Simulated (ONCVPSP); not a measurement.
lead (Pb), ONCV: configuration errors across variants

lead (Pb), optimised norm-conserving Vanderbilt (ONCV), made with ONCVPSP 4.0.1 (PBEsol, fully relativistic). Core [Kr] 4d10 4f14, reference 5s2 5p6 5d10 6s2 6p2. Waves: 5s+6s: rc 1.55 bohr, ncon 4, nbas 9, qcut 8.9 1/bohr, 2 projectors; 5p+6p: rc 1.80 bohr, ncon 4, nbas 8, qcut 6.2 1/bohr, 3 projectors, debl 4 Ha; 5d: rc 1.95 bohr, ncon 3, nbas 7, qcut 9.1 1/bohr, 1 projector. Local part: polynomial inside 1.45 bohr (lpopt 5, dvloc0 1 Ha). Core correction: Teter function, fcfact 5.75, rcfact 1.35.

Open shells are filled in proportion to 2j + 1.

All-electron excitation energies from the reference (eV): (1) 5s2 5p6 5d10 6s2 6p1 6.722; (2) 5s2 5p6 5d10 6s2 6p0 20.331; (3) 5s2 5p6 5d10 6s1 6p0 52.807; (4) 5s2 5p6 5d10 6s1 6p2 16.123.

Errors AE − PS in meV (a dash: test not solved or not reliable):

| change | (1) | (2) | (3) | (4) | bound ghosts | GHOST(+) flags above zero |
| --- | --- | --- | --- | --- | --- | --- |
| base | +0.1 | -0.1 | -6.4 | -1.8 | none | none |
| core correction Teter function, fcfact 1.7, rcfact 1.35 | +0.1 | 0.0 | -5.5 | -1.6 | none | none |
| core correction Teter function, fcfact 4, rcfact 1.35 | +0.1 | -0.1 | -6.0 | -1.7 | none | none |
| core correction Teter function, fcfact 4.8, rcfact 1.35 | +0.1 | -0.1 | -6.2 | -1.8 | none | none |
| core correction Teter function, fcfact 5.9, rcfact 1.35 | +0.1 | -0.1 | -6.4 | -1.8 | none | none |
| core correction Teter function, fcfact 7.1, rcfact 1.35 | +0.1 | -0.1 | -6.6 | -1.9 | none | none |

Question: Give the same row for: core correction Teter function, fcfact 2.6, rcfact 1.35.

Answer: +0.1, -0.1, -5.7, -1.6; bound ghosts: none; GHOST(+) flags above zero: none.
